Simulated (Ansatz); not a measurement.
Ansatz (a program for electronic structure) input (PBE0/def2-TZVP):

Ansatz 0.2 input:
```yaml
crystal:
  periodic: [false, false, false]
  atoms:
    - {symbol: Mg, position_ang: [-0.65978623, -0.39212870, -0.53602548]}
    - {symbol: C, position_ang: [0.80746738, 0.47989958, 0.65600503]}
    - {symbol: H, position_ang: [1.29643546, -0.33401059, 1.18666364]}
    - {symbol: H, position_ang: [0.29201200, 1.16150581, 1.32895140]}
    - {symbol: H, position_ang: [1.48418304, 0.99865173, -0.01933951]}
basis:
  gaussian:
    orbitals: def2-TZVP
hamiltonian:
  xc: {name: PBE0}
total_charge: 1
relax: {f_tol: 0.003, max_steps: 100}
```

End of the output:

```
mean field evaluation 4: about -6518.6569 eV, gradient 4.0e0 eV
mean field evaluation 8: about -6518.7158 eV, gradient 2.1e-1 eV
mean field evaluation 16: about -6518.7158 eV, gradient 6.7e-6 eV
mean field -6518.71583682 eV, -239.5583884588 hartree, gradient 6.7e-6 eV, S^2 0.000000; 0 other end points of the search recorded, 0 dependent functions left out
the calculation of the forces begins
reference -6518.71586270 eV, -239.5583894098 hartree; 10, 10 occupied and 71, 71 virtual orbitals, 600 factors
relax step   1: F+E_penalty+E_count = -6518.71583682 eV  Δ(F+E_penalty+E_count) = +0.000e0 eV  max|allowed force component| = 1.843e-1 eV/Å  Δτ_max = 0.0000 Å  (27 SCF iters, accepted)
these checks for a lower state are left out or cut short: starts, cluster_reference, orbital_swaps, neighbouring_geometries, increment
integrals: 0.02 GiB planned
600 factors; their error is unknown
mean field: 0.18 GiB planned
mean field -6518.71732404 eV, -239.5584431130 hartree, gradient 7.7e-6 eV, S^2 0.000000; 0 other end points of the search recorded, 0 dependent functions left out
the calculation of the forces begins
reference -6518.71734970 eV, -239.5584440560 hartree; 10, 10 occupied and 71, 71 virtual orbitals, 600 factors
relax step   2: F+E_penalty+E_count = -6518.71732404 eV  Δ(F+E_penalty+E_count) = -1.487e-3 eV  max|allowed force component| = 8.825e-2 eV/Å  Δτ_max = 0.0060 Å  (29 SCF iters, accepted)
these checks for a lower state are left out or cut short: starts, cluster_reference, orbital_swaps, neighbouring_geometries, increment
integrals: 0.02 GiB planned
600 factors; their error is unknown
mean field: 0.18 GiB planned
mean field evaluation 32: about -6518.7178 eV, gradient 7.6e-6 eV
mean field -6518.71777646 eV, -239.5584597391 hartree, gradient 7.6e-6 eV, S^2 0.000000; 0 other end points of the search recorded, 0 dependent functions left out
the calculation of the forces begins
reference -6518.71780194 eV, -239.5584606757 hartree; 10, 10 occupied and 71, 71 virtual orbitals, 600 factors
relax step   3: F+E_penalty+E_count = -6518.71777646 eV  Δ(F+E_penalty+E_count) = -4.524e-4 eV  max|allowed force component| = 5.209e-3 eV/Å  Δτ_max = 0.0052 Å  (29 SCF iters, accepted)
these checks for a lower state are left out or cut short: starts, cluster_reference, orbital_swaps, neighbouring_geometries, increment
integrals: 0.02 GiB planned
600 factors; their error is unknown
mean field: 0.18 GiB planned
mean field -6518.71777933 eV, -239.5584598448 hartree, gradient 8.0e-6 eV, S^2 0.000000; 0 other end points of the search recorded, 0 dependent functions left out
the calculation of the forces begins
reference -6518.71780481 eV, -239.5584607810 hartree; 10, 10 occupied and 71, 71 virtual orbitals, 600 factors
relax step   4: F+E_penalty+E_count = -6518.71777933 eV  Δ(F+E_penalty+E_count) = -2.876e-6 eV  max|allowed force component| = 1.695e-3 eV/Å  Δτ_max = 0.0010 Å  (20 SCF iters, accepted)
integrals: 0.02 GiB planned
600 factors; their error is unknown
mean field: 0.18 GiB planned
mean field -6518.71777933 eV, -239.5584598448 hartree, gradient 8.0e-6 eV, S^2 0.000000; 1 other end points of the search recorded, 0 dependent functions left out
the calculation of the forces begins
reference -6518.71780481 eV, -239.5584607810 hartree; 10, 10 occupied and 71, 71 virtual orbitals, 600 factors
Total energy: -6518.71780481 eV, -239.5584607810 hartree
Atom 0 at    -0.655193    -0.389399    -0.532293 Å, force     0.001695     0.001008     0.001377 eV/Å
Atom 1 at     0.799406     0.475109     0.649456 Å, force     0.001251     0.000746     0.001016 eV/Å
Atom 2 at     1.297084    -0.331567     1.186942 Å, force    -0.000966    -0.000636    -0.000777 eV/Å
Atom 3 at     0.294532     1.161163     1.328965 Å, force    -0.001021    -0.000555    -0.000772 eV/Å
Atom 4 at     1.484483     0.998612    -0.016814 Å, force    -0.000958    -0.000563    -0.000844 eV/Å
Dipole moment:    -0.811019    -0.482012    -0.658891 e Å
```

It need not be the lowest isomer of its formula.
